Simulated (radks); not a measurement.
All-electron atom: Br2+ in [Ar] 3d10 4s2 4p3. All-electron calculation, Dirac Kohn-Sham, LDA (Slater exchange, Perdew-Wang correlation), spin-unpolarised, spherical densities, point nucleus; open shells fill j = l - 1/2 first. Program: a radial shooting solver on a logarithmic mesh with Libxc functionals.

Unscreened Slater integrals over Kohn-Sham orbitals (eV). Large and small components are both included.

integral,value
"F0(4p3/2,4p3/2)",13.182
"F2(4p3/2,4p3/2)",6.9376
"F0(4p3/2,4p1/2)",13.292
"G2(4p3/2,4p1/2)",6.9883
"F0(4p3/2,4s1/2)",14.157
"G1(4p3/2,4s1/2)",9.4204
"F0(4p3/2,3d5/2)",17.121
"F2(4p3/2,3d5/2)",3.6312
"G1(4p3/2,3d5/2)",1.2395
"G3(4p3/2,3d5/2)",1.1413
"F0(4p1/2,4p1/2)",13.406
"F0(4p1/2,4s1/2)",14.300
"G1(4p1/2,4s1/2)",9.6030
"F0(4p1/2,3d5/2)",17.388
"G3(4p1/2,3d5/2)",1.1891
"F0(4s1/2,4s1/2)",15.430
"F0(4s1/2,3d5/2)",19.646
"G2(4s1/2,3d5/2)",1.7509
"F0(3d5/2,3d5/2)",42.275
"F2(3d5/2,3d5/2)",20.188
"F4(3d5/2,3d5/2)",12.689
